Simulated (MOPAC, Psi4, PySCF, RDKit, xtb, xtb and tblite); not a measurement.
Two geometries of SMILES COC(=O)[SiH2]C[SeH], relaxed at GFN2-xTB with one dihedral held; other torsions can differ between them too.

Structure A

```
15

C     -0.3754    -5.2460    -6.2631
O     -0.6413    -4.1029    -5.4531
C     -0.3535    -4.1948    -4.1585
O      0.1011    -5.1963    -3.6496
Si    -0.8374    -2.5992    -3.2043
C     -2.0980    -3.2155    -1.9141
Se    -1.2667    -4.5141    -0.6698
H     -0.7085    -4.9956    -7.2665
H     -0.9190    -6.1115    -5.8793
H      0.6928    -5.4700    -6.2556
H      0.3521    -2.0719    -2.5399
H     -1.4583    -1.6860    -4.1613
H     -2.4560    -2.4069    -1.2775
H     -2.9644    -3.7013    -2.3642
H     -0.5623    -5.2672    -1.6715
```

Structure B

```
15

C     -2.2788     1.0994     0.1797
O     -1.0107     0.5009    -0.0544
C     -0.9770    -0.8052    -0.3359
O     -1.9657    -1.4926    -0.3899
Si     0.8183    -1.4073    -0.6709
C      1.9920    -0.1238     0.1077
Se     1.4006     1.7064    -0.3447
H     -2.7312     0.6735     1.0774
H     -2.0948     2.1627     0.3083
H     -2.9387     0.9194    -0.6711
H      1.0005    -1.4386    -2.1234
H      0.9967    -2.7202    -0.0524
H      2.9997    -0.2334    -0.2864
H      2.0327    -0.1944     1.1946
H      2.7480     2.2680    -0.3491
```

### Question
Which is lower in energy at the level PBE0-D3(BJ)/def2-SVP // GFN2-xTB in Psi4 1.11, and by how much?

### Answer
A is lower, by 2.66 kcal/mol (dihedral O2–C3–Si5–C6: 120° in A, 20° in B).

E(B) − E(A) in kcal/mol at the other levels, on the same two geometries: GFN2-xTB (xtb and tblite) -0.71; PBE0/def2-SVP // GFN2-xTB (Psi4) 2.89; PBE/def2-SVP // GFN2-xTB (Psi4) 3.13; PBE-D3(BJ)/def2-SVP // GFN2-xTB (Psi4) 2.93; UFF // GFN2-xTB (RDKit) -2.24; PM7, restricted, heats of formation // GFN2-xTB (MOPAC) -0.11; PM6, restricted, heats of formation // GFN2-xTB (MOPAC) 3.94; GFN1-xTB // GFN2-xTB (xtb) 3.72; restricted B3LYP/6-31G*, spherical d, density fitting // GFN2-xTB (PySCF) 2.86; restricted Hartree-Fock/LANL2DZ, with its core potentials past Ne // GFN2-xTB (PySCF) 2.34; restricted M06-2X/6-31G*, spherical d, density fitting // GFN2-xTB (PySCF) 2.24; restricted Hartree-Fock/3-21G, density fitting // GFN2-xTB (PySCF) 1.88.
